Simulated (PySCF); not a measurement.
## Mayer bond orders and bond lengths

C₈H₁₂OSi.
Numbering: `[CH3:1][SiH2:2][c:3]1[cH:4][cH:5][c:6]([CH:7]2[CH2:8][CH2:9]2)[o:10]1` (hydrogens: H11, H12, H13 on C1; H14, H15 on Si2; H16 on C4; H17 on C5; H18 on C7; H19, H20 on C8; H21, H22 on C9)

Geometry (GFN2-xTB, Å), atoms numbered from 1 in this order:
```xyz
22
C8H12OSi angstrom
C      3.9015   -0.1157   -0.9028
Si     2.1583   -0.7464   -1.3016
C      0.9278    0.2479   -0.3025
C      0.9856    1.4434    0.3624
C     -0.2929    1.6718    0.9131
C     -1.0592    0.5971    0.5501
C     -2.4597    0.2777    0.8464
C     -3.2619   -0.5429   -0.1292
C     -2.8433   -1.1446    1.1707
O     -0.3265   -0.2613   -0.1842
H      4.1218   -0.1976    0.1577
H      4.6502   -0.6889   -1.4403
H      4.0230    0.9258   -1.1847
H      1.8792   -0.5897   -2.7375
H      2.0227   -2.1628   -0.9378
H      1.8442    2.0787    0.4460
H     -0.6061    2.5113    1.5001
H     -2.9694    1.0690    1.3806
H     -4.3007   -0.2878   -0.2721
H     -2.7595   -0.8747   -1.0249
H     -2.0568   -1.8832    1.1554
H     -3.5887   -1.3077    1.9342
```

Bond orders from the PBE0/pcSseg-1 density (PySCF). One conformer (not necessarily the lowest) at the GFN2-xTB geometry, without solvent, vibrations or thermal averaging.

How far do the computed orders between heavy atoms stray from the drawn ones?

The largest departure is 0.493, at O10–C3 (drawn aromatic, 1.007), counting aromatic bonds as 1.5. The bonds drawn aromatic range from 1.01 to 1.55.

Give the Mayer order of every bond between heavy atoms, beside its length.

| bond | drawn as | length (Å) | Mayer order |
| --- | --- | --- | --- |
| C1–Si2 | single | 1.896 | 0.962 |
| Si2–C3 | single | 1.871 | 0.898 |
| C3–C4 | aromatic | 1.369 | 1.554 |
| C4–C5 | aromatic | 1.411 | 1.272 |
| C5–C6 | aromatic | 1.369 | 1.512 |
| C6–C7 | single | 1.467 | 0.989 |
| C7–C8 | single | 1.506 | 0.940 |
| C8–C9 | single | 1.492 | 0.970 |
| C6–O10 | aromatic | 1.346 | 1.075 |
| O10–C3 | aromatic | 1.359 | 1.007 |
| C9–C7 | single | 1.508 | 0.933 |

Bonds between the same two heavy elements. C–Si: lowest Si2–C3 (0.898, 1.871 Å), highest C1–Si2 (0.962, 1.896 Å); in 1 of the 1 pairs the longer bond (by over 0.003 Å) has the higher order (by 0.02 or more). C–C: lowest C9–C7 (0.933, 1.508 Å), highest C3–C4 (1.554, 1.369 Å). C–O: lowest O10–C3 (1.007, 1.359 Å), highest C6–O10 (1.075, 1.346 Å).

And the bonds to hydrogen?

C–H: 0.95 to 1.01 (10 bonds); H–Si: 0.94 (2 bonds).

Sum the orders of all bonds at each heavy atom with more than one neighbour and set the sums beside the valence in the SMILES.

C1 3.837 (drawn 4), Si2 3.733 (drawn 4), C3 3.459 (drawn 4), C4 3.814 (drawn 4), C5 3.794 (drawn 4), C6 3.576 (drawn 4), C7 3.825 (drawn 4), C8 3.818 (drawn 4), C9 3.813 (drawn 4), O10 2.082 (drawn 2). Orders between atoms that aren't bonded are not in these sums.

For a closed shell the Mayer order of atoms A and B is Σ (PS)μν (PS)νμ over the basis functions μ on A and ν on B, with P the density and S the overlap matrix.
